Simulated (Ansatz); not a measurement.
Geometry optimisation, DFT PBEsol, scalar-relativistic, plane waves, PAW in Ansatz.

Input file:

```yaml
accuracy: low
crystal:
  lattice:
    - [5.48, 0.0, 0.0]
    - [-4.11, 7.118729, 0.0]
    - [0.0, 0.0, 4.32646]
  atoms:
    - { symbol: Os, position: [0.0, 0.0, 0.0] }
    - { symbol: Os, position: [0.1666667, 0.2222222, 0.5] }
    - { symbol: Os, position: [0.0, 0.3333333, 0.0] }
    - { symbol: Os, position: [0.1666667, 0.5555556, 0.5] }
    - { symbol: Os, position: [0.0, 0.6666667, 0.0] }
    - { symbol: Os, position: [0.1666667, 0.8888889, 0.5] }
    - { symbol: Os, position: [0.5, 0.0, 0.0] }
    - { symbol: Os, position: [0.6666667, 0.2222222, 0.5] }
    - { symbol: Os, position: [0.5, 0.3333333, 0.0] }
    - { symbol: Os, position: [0.6666667, 0.5555556, 0.5] }
    - { symbol: Os, position: [0.5, 0.6666667, 0.0] }
    - { symbol: Os, position: [0.6666667, 0.8888889, 0.5] }
    - { symbol: Li, position: [0.3317371, 0.4453326, 0.2443381] }
basis:
  ecutwfc: 420.0
kpoints:
  mp_grid: { grid: [2, 2, 3] }
hamiltonian:
  xc: pbesol
scf:
  occupations: { method: fermi_dirac, width: 0.05 }
  lower_state_search: "off"
relax:
  f_tol: 0.08
  max_steps: 25
  adjacent_minimum: "off"
```

Run as:

```bash
$ ansatz run input.yaml --threads 2 --pin off --max-ram 5120MiB --backend cpu --events-out ev --progress --plain --runs-dir out
```

**Question.** Where does it end, and by what steps?

**Answer.** The run converged. The threshold is loose, so the end isn't yet a minimum. Limits of this set-up: coarse k mesh, low accuracy level. After 4 steps the energy has fallen by 2.245 eV; Os11 moved furthest, 0.17 Å.

```json
{"step": "0", "energy less start (eV)": "0.0000", "largest force component (eV/Å)": "4.771", "accepted": "yes"}
{"step": "1", "energy less start (eV)": "-1.9666", "largest force component (eV/Å)": "1.285", "accepted": "yes"}
{"step": "2", "energy less start (eV)": "-2.2167", "largest force component (eV/Å)": "0.626", "accepted": "yes"}
{"step": "3", "energy less start (eV)": "-2.1697", "largest force component (eV/Å)": "1.094", "accepted": "no"}
{"step": "4", "energy less start (eV)": "-2.2449", "largest force component (eV/Å)": "0.066", "accepted": "yes"}
```

```xyz
13
Lattice="5.4800 0.0000 0.0000 -4.1100 7.1187 0.0000 0.0000 0.0000 4.3265" Properties=species:S:1:pos:R:3
Os -0.002 -0.001 0.053
Os -0.002 1.456 2.266
Os -1.467 2.305 -0.110
Os -1.463 4.005 2.270
Os -2.736 4.786 0.054
Os -2.745 6.331 2.121
Os 2.742 -0.005 0.040
Os 2.734 1.541 2.107
Os 1.463 2.323 -0.105
Os 1.462 4.017 2.268
Os 0.005 4.880 -0.108
Os 0.002 6.331 2.107
Li -0.006 3.168 1.072
```

Run time: 25 s on 2 threads of Arm Neoverse V2 (shared host), peak memory 0.53 GiB.
